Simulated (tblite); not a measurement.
Species: C4H11NO2Si2.
Z-matrix (Å and degrees, GFN2-xTB geometry), rows numbered from 1:
```
N 
C   1  1.3514
O   2  1.2148  1  122.27
Si  2  1.9147  1  115.58  3  -179.57
C   4  1.9077  2  122.70  1    74.89
C   5  1.5325  4   84.11  2  -113.31
C   6  1.5101  5  115.77  4   125.07
Si  7  1.9017  6  113.01  5    70.55
O   6  1.4460  5   99.71  4     6.31
H   1  1.0095  2  119.59  3    -4.82
H   1  1.0052  2  120.17  3  -171.38
H   4  1.4596  2  111.29  1  -143.69
H   5  1.0863  4  117.40  2    -1.10
H   5  1.0840  4  117.87  2   132.46
H   6  1.0933  5  112.03  4  -106.75
H   7  1.0918  6  108.32  5  -167.67
H   7  1.0924  6  108.42  5   -52.23
H   8  1.4645  7  107.87  6   177.46
H   8  1.4639  7  109.54  6    57.81
H   8  1.4640  7  110.41  6   -62.83
```

All values are computed: GFN2-xTB (tblite) harmonic vibrations without scaling, gas phase. Errors from tens to a few hundred cm⁻¹ against measured bands are possible. Modes of hydrogen on silicon can be 10 to 20 % off. One conformer, not necessarily the lowest.

Harmonic wavenumbers (cm⁻¹): 36.5, 39.8, 64.4, 106.4, 123.8, 135.3, 179.4, 293.5, 338.7, 375.2, 393.8, 425.9, 443.7, 514.3, 536.2, 559.2, 587.6, 623.5, 653.2, 694.8, 733.2, 749.2, 766.5, 774.6, 787.6, 794.1, 809.4, 880.0, 927.6, 981.8, 1025.4, 1041.1, 1124.9, 1160.6, 1190.6, 1225.1, 1265.3, 1270.0, 1334.8, 1446.0, 1458.9, 1479.8, 1720.6, 2261.9, 2264.3, 2267.9, 2299.8, 2931.4, 2960.8, 2977.0, 3017.0, 3040.9, 3422.5, 3514.8.

A = 2715, B = 526.4, C = 502.2 MHz; mass 161.033 u (most abundant isotopes); point group C1, symmetry number 1.

Zero-point energy?

½Σν̃ = 31515 cm⁻¹ = 90.11 kcal/mol.

Entropy at 298.15 K, 1 bar (ideal gas, RRHO, classical rotation)?

Translation 41.16, rotation 30.48, vibration 38.77: S = 110.4 cal/(mol K).

And Cp and H(298.15 K) − H(0)?

Cp = 46.54 cal/(mol K), of which vibrations give 38.59 (their classical limit is 54 R = 107.3); H(298.15 K) − H(0) = 8.21 kcal/mol without the zero-point energy, 5.84 from vibrations.

How do the functions run with temperature in this model?

| T (K) | S (cal/(mol K)) | Cp (cal/(mol K)) | H − H(0) (kcal/mol) | G − H(0) (kcal/mol) | ln q(vib) |
| --- | --- | --- | --- | --- | --- |
| 100 | 76.0 | 21.4 | 1.51 | -6.08 | 2.93 |
| 200 | 94.5 | 33.9 | 4.26 | -14.64 | 6.38 |
| 300 | 110.7 | 46.8 | 8.30 | -24.91 | 9.71 |
| 500 | 139.5 | 66.3 | 19.75 | -50.01 | 16.21 |
| 800 | 174.8 | 83.3 | 42.44 | -97.37 | 25.24 |
| 1000 | 194.2 | 90.5 | 59.86 | -134.31 | 30.69 |

q(vib) and H(0) count from the zero-point level.

Which modes carry the vibrational entropy at 298.15 K?

36.5 cm⁻¹: 5.44; 39.8 cm⁻¹: 5.27; 64.4 cm⁻¹: 4.32; 106.4 cm⁻¹: 3.33; 123.8 cm⁻¹: 3.04; 135.3 cm⁻¹: 2.87 cal/(mol K); the other 48 give 14.50 together.

Hindered rotation and anharmonicity are outside this model. Other conformers, if any are populated, would add a mixing term that is left out. The structure is chiral; the term R ln 2 for an equal mix with its mirror image is left out.
